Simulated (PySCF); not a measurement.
Isomers of C4H9NSi2. Computed with TDDFT PBE0/def2-SVPD, vertical, gas phase, core orbitals frozen in the response in PySCF. Geometries: PBE0-D3(BJ)/def2-SVP; one conformer of each isolated species. Triplets are in the Tamm–Dancoff approximation. 'Strongest' means the level of largest summed f among the lowest 10 singlets; it needn't be the same kind of state in each.

**Question.** Rank by computed LUMO energy, highest first.
A. `N#C[C@@H]1C[Si@H]1C[SiH3]`
B. `C1[SiH2][Si@H](C#N)CC1`
C. `C#C[C@H]1C[SiH2]N[SiH2]1`
D. `N#C[C@@H]1CC[SiH2][SiH2]1`

**Answer.** C (0.08 eV), A (-0.16 eV), D (-0.45 eV), B (-0.67 eV).

| SMILES | LUMO (eV) | α (au) | f (strongest) | T1 (eV) | S1 (eV) | gap (eV) | S1 mainly |
| --- | --- | --- | --- | --- | --- | --- | --- |
| C#C[C@H]1C[SiH2]N[SiH2]1 | 0.08 | 103.6 | 0.02 | 5.19 | 6.14 | 7.38 | H-1→L (72%) |
| N#C[C@@H]1C[Si@H]1C[SiH3] | -0.16 | 104.8 | 0.16 | 5.12 | 6.18 | 7.23 | H→L+2 (71%) |
| N#C[C@@H]1CC[SiH2][SiH2]1 | -0.45 | 104.0 | 0.17 | 5.63 | 6.33 | 7.52 | H→L (59%) |
| N#C[Si@@H]1CCC[SiH2]1 | -0.67 | 104.0 | 0.16 | 5.29 | 5.94 | 7.23 | H→L (85%) |

H and L stand for HOMO and LUMO.

- `C#C[C@H]1C[SiH2]N[SiH2]1`: Löwdin shares by element: HOMO carbon 71% or more, silicon 8% or more (atoms not listed hold the other 20%); LUMO silicon 41%, hydrogen 12% or more, nitrogen 10% (atoms not listed hold the other 38%).
- `N#C[C@@H]1C[Si@H]1C[SiH3]`: Löwdin shares by element: HOMO carbon 40% or more, silicon 21% or more, nitrogen 16% (atoms not listed hold the other 23%); LUMO silicon 33% or more, carbon 20% or more, hydrogen 10% or more (atoms not listed hold the other 36%).
- `N#C[C@@H]1CC[SiH2][SiH2]1`: Löwdin shares by element: HOMO silicon 51%, carbon 21% or more (atoms not listed hold the other 28%); LUMO silicon 44%, carbon 14% or more (atoms not listed hold the other 42%).
- `N#C[Si@@H]1CCC[SiH2]1`: Löwdin shares by element: HOMO silicon 49%, carbon 22% or more (atoms not listed hold the other 29%); LUMO silicon 32%, carbon 18% or more, nitrogen 18% (atoms not listed hold the other 32%).
